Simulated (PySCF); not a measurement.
# C₆ coefficients of unlike pairs at PBE

Calculated with PySCF 2.14 from the dipole response of each species, C₆(A,B) = (3/π) ∫ α_A(iu) α_B(iu) du, in atomic units, from isotropic polarisabilities. For ions this is the dispersion term alone; charge-induced terms of lower order in 1/R come first.

| species | configuration | basis | relativity | α (bohr³) | C₆ (like pair) |
| --- | --- | --- | --- | --- | --- |
| O³⁺ | [He] 2s2 2p1 (2P) | def2-TZVPPD (6s4p3d1f) | none | 1.349 | 1.253 |
| Tl | [Xe] 4f14 5d10 6s2 6p1 (2P) | def2-TZVPPD with the def2 core potential (60 electrons) (7s5p4d2f) | core potential | 82.99 | 856.4 |
| O²⁺ | [He] 2s2 2p2 (3P) | x2c-TZVPPall with one added diffuse shell each of s, p, d type (6s4p3d1f) | spin-free X2C | 1.737 | 2.320 |
| Rh²⁺ | [Kr] 4d7 (4F) | aug-cc-pVDZ-PP with ECP28MDF (5s5p4d2f) | core potential | 7.380 | 39.15 |

Task: Estimate C₆ for Rh²⁺ with O²⁺.

Result: The integral gives 9.527. The combination rule 2 C_A C_B / (C_A α_B/α_A + C_B α_A/α_B) gives 9.525 and the geometric mean 9.531.

No spin-orbit coupling is included.

The other pairs:

| pair | C₆ |
| --- | --- |
| Rh²⁺, Tl | 149.5 |
| O²⁺, O³⁺ | 1.703 |
| O²⁺, Tl | 35.95 |
| Tl, O³⁺ | 27.13 |
| Rh²⁺, O³⁺ | 6.999 |
